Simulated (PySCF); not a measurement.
How do the members of this family differ from one of them?

PySCF, wB97X-D/def2-SVPD, density fitting, gas phase; each molecule at its own PBE0-D3(BJ)/def2-SVP geometry, one conformer. Singlet excitations by full TDDFT with frozen cores, triplets by Tamm–Dancoff TDDFT and ionisation energies by ΔSCF, from the lowest of the holes tried. 

Torsions of the conformers computed, which needn't be the lowest (atom-mapped SMILES):
- `[CH2:1]=[N:2][BH:3][NH2:4]`: C1–N2–B3–N4 92°, H–N4–B3–N2 -2°, H–N4–B3–N2 172°
- `[CH3:1][O:2][B:3]([BH:4][NH2:5])[O:6][CH3:7]`: C1–O2–B3–B4 179°, O2–B3–B4–N5 -1°, O2–B3–O6–C7 180°, H–N5–B4–B3 0°, H–N5–B4–B3 180°
- `[NH2:1][BH:2][B:3]([Cl:4])[Cl:5]`: N1–B2–B3–Cl4 81°, H–N1–B2–B3 -1°, H–N1–B2–B3 180°
- `[NH2:1][BH:2][O:3][GeH3:4]`: N1–B2–O3–Ge4 0°, H–N1–B2–O3 0°, H–N1–B2–O3 180°
- `[CH3:1][CH2:2][BH:3][NH2:4]`: C1–C2–B3–N4 127°, H–N4–B3–C2 179°, H–N4–B3–C2 0°
- `[NH2:1][BH:2][NH:3][SiH3:4]`: N1–B2–N3–Si4 -177°, H–N1–B2–N3 -179°, H–N1–B2–N3 0°

Reference: `C=NBN`, with HOMO energy -8.66 eV, LUMO energy 1.22 eV, lowest singlet excitation 4.23 eV, lowest triplet excitation 3.69 eV, mean polarisability 46.2 au, dipole moment 1.64 D and vertical ionisation energy 9.01 eV.

Changes against it:

| molecule | Δ HOMO energy (eV) | Δ LUMO energy (eV) | Δ lowest singlet excitation (eV) | Δ lowest triplet excitation (eV) | Δ mean polarisability (au) | Δ dipole moment (D) | Δ vertical ionisation energy (eV) |
| --- | --- | --- | --- | --- | --- | --- | --- |
| NB[O][GeH3] | -1.20 | +0.40 | +2.89 | +3.25 | +11.2 | +0.80 | +1.24 |
| CCBN (C2H8BN) | -1.50 | +0.80 | +3.03 | +2.89 | +3.9 | -0.06 | +1.77 |
| NBN[SiH3] | -0.42 | +0.63 | +2.35 | +2.73 | +13.7 | +0.40 | +0.35 |

Rows whose labels were lost:

```tsv
row	Δ HOMO energy (eV)	Δ LUMO energy (eV)	Δ lowest singlet excitation (eV)	Δ lowest triplet excitation (eV)	Δ mean polarisability (au)	Δ dipole moment (D)	Δ vertical ionisation energy (eV)
P	-0.90	-0.03	+1.30	+1.01	+24.5	-1.34	+0.82
Q	-1.37	-0.98	+0.91	+0.80	+18.3	+1.10	+1.36
```

Question: Which row belongs to which of `COB(BN)OC` and `NBB(Cl)Cl`?

Answer: P = `COB(BN)OC` and Q = `NBB(Cl)Cl`. P and Q are told apart most clearly by the dipole moment (-1.34 against +1.10 D).

Question: Which row has the smallest HOMO–LUMO gap and which the largest, and does the HOMO or the LUMO shift more there?

Answer: Smallest, counted from the reference: Q, +0.39 eV (HOMO -1.37, LUMO -0.98), the larger shift being that of the HOMO. Largest: `CCBN` (C2H8BN), +2.30 eV (HOMO -1.50, LUMO +0.80), the larger shift being that of the HOMO. The gap of the reference itself lies below all of them.
